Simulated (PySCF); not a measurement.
## Electric field gradients and quadrupole coupling constants

C₄H₇F₃S.
SMILES with atom numbers: `[CH3:1][C@@H:2]([SH:3])[CH2:4][C:5]([F:6])([F:7])[F:8]` (hydrogens: H9, H10, H11 on C1; H12 on C2; H13 on S3; H14, H15 on C4)

Geometry (GFN2-xTB, Å), atoms numbered from 1 in this order:
```xyz
15
C4H7F3S angstrom
C      1.127   -0.741    0.782
C      0.601    0.476    0.042
S      1.900    1.158   -1.082
C     -0.602    0.168   -0.849
C     -1.855   -0.164   -0.061
F     -1.826   -1.383    0.497
F     -2.083    0.703    0.938
F     -2.945   -0.138   -0.843
H      0.378   -1.121    1.473
H      2.015   -0.482    1.355
H      1.387   -1.529    0.079
H      0.343    1.276    0.741
H      2.778    1.424   -0.120
H     -0.386   -0.676   -1.508
H     -0.836    1.039   -1.467
```

Field gradients from the PBE0/pcSseg-1 density (PySCF, non-relativistic), principal values in atomic units, ordered |Vxx| ≤ |Vyy| ≤ |Vzz|:

```
atom     Vxx     Vyy      Vzz
  S3  0.5506  2.3618  -2.9124
```

**Question.** Find the asymmetry η = (Vxx − Vyy)/Vzz and the couplings χ = eQV/h (234.96 MHz × Q in barn × V in au), with Q(33S) = −0.0678 b.

**Answer.** 
```tsv
atom	environment	nucleus	η	χzz (MHz)	χxx (MHz)	χyy (MHz)
S3	thiol sulfur	33S	0.62	46.40	-8.77	-37.63
```

**Question.** What is Vzz at S3 in SI units (1 au = 9.71736 × 10²¹ V/m²)?

**Answer.** -2.9124 au = -28.301 × 10²¹ V/m².

**Question.** What couplings would deuterons (Q(2H) = 0.00286 b) have in place of the hydrogens, at this geometry?

**Answer.** 
| atom | bonded to | bond length (Å) | Vzz (au) | η | χzz (kHz) |
| --- | --- | --- | --- | --- | --- |
| H9 | C1 | 1.087 | 0.3101 | 0.04 | 208 |
| H10 | C1 | 1.088 | 0.3133 | 0.04 | 211 |
| H11 | C1 | 1.088 | 0.3115 | 0.04 | 209 |
| H12 | C2 | 1.093 | 0.2926 | 0.02 | 197 |
| H13 | S3 | 1.330 | 0.2494 | 0.17 | 168 |
| H14 | C4 | 1.092 | 0.2958 | 0.04 | 199 |
| H15 | C4 | 1.093 | 0.2926 | 0.05 | 197 |

The structure is a single GFN2-xTB conformer in the gas phase; no vibrational or solvent corrections. GFN2-xTB bond lengths can be off by several hundredths of an ångström, more for odd bonds, and the gradients follow them. The basis is small and wasn't made for field gradients, so the couplings can be 20 % off.

These values come from a run that also computed NMR shieldings. The run took 23 s on Arm Neoverse V2, one thread, shared host, and the process peaked at 0.80 GiB of memory.
